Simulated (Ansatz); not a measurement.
Harmonic frequencies (cm⁻¹) at PBE0-D4/def2-TZVP from Ansatz: 65, 99, 160, 210, 235, 254, 422, 567, 655, 731, 815, 914, 925, 943, 985, 1007, 1057, 1197, 1322, 1430, 1453, 1653, 3107, 3146, 3154, 3200, 3251.

Each molecule was computed in one conformer, which needn't be the lowest.

**Question.** Which molecule is it?
A. `[CH3][Al]([CH3])[C]#N`
B. `[GeH3][Al]([GeH3])[GeH3]`
C. `C=C[CH2][Al]([F])[F]`
D. `C[O][AlH][O]C`

**Answer.** C.
